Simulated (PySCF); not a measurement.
Dipole moment and polarisability of `FC[C@H]1CN[SiH2]C1`

Species: C4H10FNSi.
Geometry (GFN2-xTB, Å), atoms numbered from 1 in this order:
```
atom  x, y, z in Å
F1    -2.5247   -0.6112   -1.0978
C2    -1.6894    0.2992   -0.4903
C3    -0.7277   -0.4025    0.4609
C4     0.2228   -1.3038   -0.3337
N5     1.2433   -0.4403   -0.8932
Si6    1.5959    0.9559    0.0343
C7     0.1238    0.6341    1.1958
H8    -2.3358    1.0055    0.0403
H9    -1.1443    0.8135   -1.2869
H10   -1.3196   -1.0081    1.1551
H11   -0.3162   -1.8200   -1.1341
H12    0.6544   -2.0658    0.3303
H13    1.8621   -0.8907   -1.5449
H14    2.8656    0.9586    0.7716
H15    1.4745    2.1572   -0.7955
H16   -0.4639    1.5161    1.4395
H17    0.4723    0.2145    2.1386
```

Level: PBE0/def2-SVPD (PySCF), static field, nuclei fixed, core orbitals frozen in the response. The polarisability tensor in these axes (au):

```
x   84.80  5.56  0.36
y    5.56 78.45  1.89
z    0.36  1.89 73.27
```

Question: Give the principal values, the mean and the anisotropy Δα = √{½[(α1 − α2)² + (α2 − α3)² + (α1 − α3)²]}.

Answer: Principal values 72.42, 75.97 and 88.14 au; mean 78.84 au = 11.68 Å³ = 13.00 × 10⁻⁴⁰ C²·m²/J; Δα = 14.28 au (18 % of the mean).

Question: What is the dipole moment, and where does it point?

Answer: (1.32, 0.15, 0.92) D, 1.61 D in size, pointing from the negative to the positive side. Measured along this direction, the outermost atoms are F1 at the negative end and H14 at the positive end.

Question: What depolarisation ratio follows for Rayleigh scattering of linearly polarised light, taking the static tensor?

Answer: ρ = 3Δα²/(45ᾱ² + 4Δα²) = 611.4/(279713 + 815.2) = 0.00218.

Question: Directions of the eigenvectors, and the extent of the frame along each?

Answer: Largest value along (0.86, 0.51, 0.09), where the nuclei span 5.58 Å; middle along (-0.49, 0.74, 0.46), 4.29 Å; least along (0.17, -0.43, 0.89), 3.57 Å. The response follows the extents in order.

Question: Refractivity n − 1 of an ideal gas of it at 400 K and 1 atm, from the electronic α?

Answer: N = p/kT = 1.8347 × 10¹⁹ cm⁻³, so n − 1 = 2π × N × 11.68 × 10⁻²⁴ cm³ = 1347 × 10⁻⁶ at long wavelengths.

Question: In TDDFT the mean static polarisability is Σ f/ω² over all singlet excitations (ω in hartree). How much of it do the 8 lowest give? Their energies (eV) and oscillator strengths: 5.74, 0.0066; 6.10, 0.0119; 6.88, 0.0024; 7.02, 0.0039; 7.12, 0.0074; 7.32, 0.0066; 7.52, 0.0285; 7.80, 0.0276.

Answer: They add up to 1.39 au, 1.8 % of the 78.84 au; the largest single term is 0.37 au, from the state at 7.52 eV. Terms in order: 0.15, 0.24, 0.04, 0.06, 0.11, 0.09, 0.37, 0.34 au. Higher excitations give the rest. The strengths listed sum to 0.095.

Question: Give the eigenvalues of the traceless quadrupole moment Θ = ½Σq(3rr − r²1), origin at the centre of nuclear charge.

Answer: -10.61, 1.69, 8.92 D·Å. The values depend on the origin, since the dipole doesn't vanish. The electronic extent ⟨r²⟩ about the same centre is 973 bohr², a root-mean-square distance of 2.06 Å for the 64 electrons.

One conformer (not necessarily the lowest) at the GFN2-xTB geometry, without solvent, vibrations or thermal averaging.
